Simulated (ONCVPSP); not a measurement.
u(r) = r·R(r): atom against pseudo-atom (Be (Z = 4))

Columns: radius, all-electron u(r) and pseudo u(r) of the 1s shell (level -108.02 eV) of beryllium in the configuration 1s2 2s1.75; PBEsol, scalar-relativistic, ONCV scheme, ONCVPSP 4.0.1.

```json
{"r (bohr)": "0.042", "all-electron": "0.5186", "pseudo": "0.3215"}
{"r (bohr)": "0.085", "all-electron": "0.8853", "pseudo": "0.6313"}
{"r (bohr)": "0.128", "all-electron": "1.1268", "pseudo": "0.9042"}
{"r (bohr)": "0.170", "all-electron": "1.2724", "pseudo": "1.1224"}
{"r (bohr)": "0.212", "all-electron": "1.3516", "pseudo": "1.2851"}
{"r (bohr)": "0.255", "all-electron": "1.3822", "pseudo": "1.3918"}
{"r (bohr)": "0.298", "all-electron": "1.3758", "pseudo": "1.4409"}
{"r (bohr)": "0.340", "all-electron": "1.3442", "pseudo": "1.4405"}
{"r (bohr)": "0.382", "all-electron": "1.2951", "pseudo": "1.4014"}
{"r (bohr)": "0.425", "all-electron": "1.2328", "pseudo": "1.3328"}
{"r (bohr)": "0.467", "all-electron": "1.1647", "pseudo": "1.2487"}
{"r (bohr)": "0.510", "all-electron": "1.0909", "pseudo": "1.1542"}
{"r (bohr)": "0.552", "all-electron": "1.0174", "pseudo": "1.0608"}
{"r (bohr)": "0.595", "all-electron": "0.9425", "pseudo": "0.9688"}
{"r (bohr)": "0.638", "all-electron": "0.8694", "pseudo": "0.8832"}
{"r (bohr)": "0.680", "all-electron": "0.8006", "pseudo": "0.8067"}
{"r (bohr)": "0.722", "all-electron": "0.7351", "pseudo": "0.7371"}
{"r (bohr)": "0.765", "all-electron": "0.6717", "pseudo": "0.6721"}
{"r (bohr)": "0.807", "all-electron": "0.6136", "pseudo": "0.6136"}
{"r (bohr)": "0.850", "all-electron": "0.5581", "pseudo": "0.5581"}
{"r (bohr)": "0.892", "all-electron": "0.5079", "pseudo": "0.5078"}
{"r (bohr)": "0.935", "all-electron": "0.4603", "pseudo": "0.4603"}
{"r (bohr)": "0.977", "all-electron": "0.4175", "pseudo": "0.4175"}
{"r (bohr)": "1.020", "all-electron": "0.3774", "pseudo": "0.3773"}
{"r (bohr)": "1.062", "all-electron": "0.3415", "pseudo": "0.3415"}
{"r (bohr)": "1.105", "all-electron": "0.3081", "pseudo": "0.3080"}
```

(1) How many radial nodes do the two functions have?

(2) At about which radius was the pseudo-wave matched?

(3) Where does each function peak?

(4) Is the pseudo-wave norm-conserving?

Results:

(1) The all-electron 1s function has n − l − 1 = 0; the pseudo-wave has 0.

(2) 0.85 bohr. The columns agree to 0.0005 from 0.77 bohr on; several derivatives are matched, so the curves merge somewhat inside the radius.

(3) Outermost all-electron maximum near 0.26 bohr, pseudo maximum near 0.30 bohr (to the table’s step).

(4) Yes: the ONCV scheme keeps the norm inside the radius equal to the all-electron one, which fixes the energy derivative of the logarithmic derivative at the level.
